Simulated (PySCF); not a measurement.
Compound: C₂H₁₁NOSi₂.
SMILES: `CN(C)[SiH2]O[SiH3]`

A linear-response calculation (PySCF, def2-SVPD basis, gas phase, vertical, core orbitals frozen in the response) gave these numbers; the functional is withheld.

Orbital energies (eV): HOMO-3 -11.00, HOMO-2 -10.29, HOMO-1 -9.93, HOMO -8.00, LUMO 0.95, LUMO+1 1.28, LUMO+2 1.67.

| state | E (eV) | f | main configurations (H = HOMO, L = LUMO) |
| --- | --- | --- | --- |
| S1 | 6.05 | 0.0092 | H→L (80%) |
| S2 | 6.63 | 0.072 | H→L+1 (52%), H→L+2 (28%), H→L (10%) |
| S3 | 7.08 | 0.0049 | H→L+4 (71%), H→L+3 (16%) |
| S4 | 7.16 | 0.0073 | H→L+5 (44%), H→L+3 (35%) |
| S5 | 7.46 | 0.019 | H→L+5 (33%), H→L+3 (28%), H→L+4 (15%) |
| S6 | 7.49 | 0.0080 | H-1→L (33%), H→L+2 (12%), H-1→L+1 (11%) |

Triplets, Tamm–Dancoff:

```csv
state,E (eV),λ (nm),"main configurations (H = HOMO, L = LUMO)"
T1,5.85,211.8,H→L (84%)
T2,6.24,198.7,"H→L+1 (54%), H→L+2 (31%), H→L+8 (8%)"
T3,6.87,180.4,"H→L+4 (35%), H→L+5 (23%), H→L+7 (12%)"
T4,6.98,177.6,"H→L+3 (43%), H→L+4 (34%)"
```

Vertical ionisation energy by ΔSCF with the same functional: 8.64 eV. Mean static polarisability: 88.5 au.

Question: Name the functional.
A. CAM-B3LYP
B. HF
C. PBE
D. PBE0

Answer: A. CAM-B3LYP is range-separated, 19% exact exchange at short range and 65% at long range (ω = 0.33 bohr⁻¹). In this run −ε(HOMO) = 8.00 eV differs from the ΔSCF value by -0.63 eV, and S1 differs from the orbital gap of 8.96 eV by -2.91 eV. The ratio −ε(HOMO)/IP is 0.93. Small neutral molecules mostly give 0.85 to 0.93 with CAM-B3LYP, 0.5 to 0.7 with PBE, 0.7 to 0.83 with PBE0; Hartree–Fock can't fall below 1, since the ion's relaxation only lowers the ΔSCF value. The other options: PBE, a GGA without exact exchange; HF, time-dependent Hartree–Fock, 100% exact exchange; PBE0, a global hybrid with 25% exact exchange.

Method used: PySCF 2.14.0, density-fitted response routines, TDDFT CAM-B3LYP/def2-SVPD, vertical, gas phase, core orbitals frozen in the response. Isolated species at its PBE0-D3(BJ)/def2-SVP geometry (one conformer only).

The values belong to the conformer `[CH3:1][N:2]([CH3:3])[SiH2:4][O:5][SiH3:6]`: C1–N2–Si4–O5 79°, N2–Si4–O5–Si6 53°.

Without π bonds the low states are Rydberg-like; a valence basis with one diffuse set may place them up to an eV too high.
